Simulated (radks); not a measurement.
Values are calculated unless marked as measured or tabulated.
Task: All-electron atom: N4+ in 1s1.5 2s1 3d0.5 (fractional occupations, a model configuration). Code: a radial shooting solver on a logarithmic mesh with Libxc functionals. Model: scalar-relativistic Kohn-Sham, PBE, spin-polarised, spherical densities, finite nucleus; open shells are filled with parallel spins first; Fermi nuclear charge, rms radius 2.5582 fm. Some entries of the table are withheld. Estimate them.

| orbital | occ. | eigenvalue (Ry) | <1/r> (bohr^-1) | <r> (bohr) |
|---|---|---|---|---|
| 1s up | 1 | -38.63471 | 6.827 | (1) |
| 1s down | 0.5 | -37.60836 | 6.769 | (2) |
| 2s up | 1 | -7.28655 | 1.478 | 0.9925 |
| 3d up | 0.5 | -2.40416 | 0.5717 | 2.063 |

Result: 
(1) 1s up <r> (bohr): 0.2219
(2) 1s down <r> (bohr): 0.2240
